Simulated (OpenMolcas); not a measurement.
An atom or ion with 13 electrons was computed by XMS-RASPT2, IPEA 0.25 Eh, imaginary shift 0.1 Eh with spin-orbit coupling (OpenMolcas, ANO-RCC-VTZP, DKH2). The lowest levels that the run gave, each within 12 % of the measured value where one is at hand:

```tsv
J	Parity	E (cm-1)	g
1/2	odd	0.0	0.666
3/2	odd	2010	1.334
1/2	even	99180	2.670
3/2	even	99910	1.735
5/2	even	101070	1.601
3/2	even	134570	0.800
5/2	even	134640	1.201
1/2	even	171620	1.994
1/2	even	185280	0.674
3/2	even	186560	1.334
```

Q: Which ion is it, and what are the configurations and terms?

A: Ar VI (Z = 18, charge +5; active space 3 electrons in 9 orbitals (RAS2 3s 3p; RAS3 3d, at most 2 electrons)). J, parity and g give the terms where levels are pure, and mixed ones are named by the computed weights; the size of the splittings, set against known spectra of the 13-electron sequence, gives the charge. In order, with the measured energies in cm-1 (Saloman, J. Phys. Chem. Ref. Data 39, 033101 (2010)): 3s2 3p 2P* 1/2, 3s2 3p 2P* 3/2 (2208), 3s 3p2 4P 1/2 (100158), 3s 3p2 4P 3/2 (100958), 3s 3p2 4P 5/2 (102192), 3s 3p2 2D 3/2 (132463), 3s 3p2 2D 5/2 (132575), 3s 3p2 2S 1/2 (169804), 3s 3p2 2P 1/2 (182182), 3s 3p2 2P 3/2 (183577).

CASPT2 breaks the degeneracy within a term, and the mean is taken; among the terms shown or strongly mixed into the levels shown the widest spread is 18 cm-1 (3s 3p2 2D). Active for correlation alone: 3d; no level in the range computed is led by a configuration that fills it, so any true level of that kind is missing. Measured partners are found by configuration, term and J. A level has none where our copy of the source lacks it or the pairing is in doubt (some pairs that miss far off the trend of their configuration count as doubtful), and it then counts in no deviation. Only configurations of the active space appear.

* marks odd parity.
